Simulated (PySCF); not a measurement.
## Correlation energy of B+ (boron, charge +1)

[He] 2s2, closed-shell 1S. Calculation: PySCF 2.14, in def2-SVP (3s2p1d, 14 functions); no relativity, point nucleus. Frozen: 1s2; 2 electrons correlated.

Total MP2 correlation energy: -32.86 mhartree.

Same-spin part 0.00 and opposite-spin part -32.86 mhartree; SCS-MP2 scales them by 1/3 and 6/5 to -39.43 mhartree.

With two correlated electrons CCSD is exact within the correlated space (frozen core and kept virtual orbitals).

```
level  correlation energy (mhartree)
 CCSD                         -59.31
```

Diagnostics: T1 = 0.013, D1 = 0.0184, largest double amplitude 0.160.

A double-excitation amplitude exceeds 0.15, a sign of near-degeneracy.

Cost of the coupled-cluster step: 0.03 s of wall time on 1 thread of Neoverse-V2 (shared host), for 2 correlated electrons.

Iterations:

```
CC2 = 0
CCSD nocc = 1, nmo = 13
frozen orbitals [0]
max_cycle = 100
direct = 0
conv_tol = 1e-08
conv_tol_normt = 1e-06
diis_space = 8
diis_start_cycle = 0
Init t2, MP2 energy = -24.2347998971374  E_corr(MP2) -0.0328576523639196
Init E_corr(CCSD) = -0.0328576523639196
cycle = 1  E_corr(CCSD) = -0.0459714537209656  dE = -0.0131138014  norm(t1,t2) = 0.0702185
cycle = 2  E_corr(CCSD) = -0.0522845547417539  dE = -0.00631310102  norm(t1,t2) = 0.0375599
cycle = 3  E_corr(CCSD) = -0.0594281080669026  dE = -0.00714355333  norm(t1,t2) = 0.020317
cycle = 4  E_corr(CCSD) = -0.0592734882441943  dE = 0.000154619823  norm(t1,t2) = 0.000365932
cycle = 5  E_corr(CCSD) = -0.0593183237133512  dE = -4.48354692e-05  norm(t1,t2) = 0.000106206
cycle = 6  E_corr(CCSD) = -0.0593040032601955  dE = 1.43204532e-05  norm(t1,t2) = 3.58531e-05
cycle = 7  E_corr(CCSD) = -0.0593052883859392  dE = -1.28512574e-06  norm(t1,t2) = 4.20401e-06
cycle = 8  E_corr(CCSD) = -0.0593053093671923  dE = -2.09812531e-08  norm(t1,t2) = 8.23867e-08
cycle = 9  E_corr(CCSD) = -0.0593053217408278  dE = -1.23736355e-08  norm(t1,t2) = 1.9481e-08
cycle = 10  E_corr(CCSD) = -0.0593053128001899  dE = 8.94063796e-09  norm(t1,t2) = 2.09227e-08
CCSD converged
E(CCSD) = -24.26124755757364  E_corr = -0.05930531280018986
```
